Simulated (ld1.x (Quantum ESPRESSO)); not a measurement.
## Zr: excitation energies, all-electron against TM

* Element: Zr
* Generator: ld1.x (Quantum ESPRESSO) 7.5
* Type: norm-conserving Troullier–Martins (Kleinman–Bylander form)
* Functional: PBE
* Relativity: scalar-relativistic
* Frozen core: [Kr]
* Valence charge: 4
* Reference configuration: 4d2 5s2 5p0
* Partial waves: 5p (bound, empty): rc 4.10 bohr; 4d (bound): rc 2.65 bohr; 5s (bound): rc 3.45 bohr
* Local potential: the s channel
* Core correction: none

Energies are relative to the spin-unpolarised reference configuration 4d2 5s2 5p0; without spin polarisation the order of configurations can differ from experiment.

Problem. Give the all-electron excitation energy and the error of the potential for: 4d2 5s1 5p0; 4d2 5s0 5p0; 4d1 5s0 5p0; 4d1 5s2 5p0; 4d3 5s0 5p0; 4d2 5s0 5p2; 4d2 5s0 5p1.

Solution.

```csv
valence configuration,charge,ΔE all-electron (eV),error AE − PS (meV)
4d2 5s1 5p0,+1,7.137,+5.9
4d2 5s0 5p0,+2,20.077,+135
4d1 5s0 5p0,+3,42.704,+303
4d1 5s2 5p0,+1,7.664,+56
4d3 5s0 5p0,+1,7.521,+59
4d2 5s0 5p2,0,6.214,+11
4d2 5s0 5p1,+1,10.853,+27
```
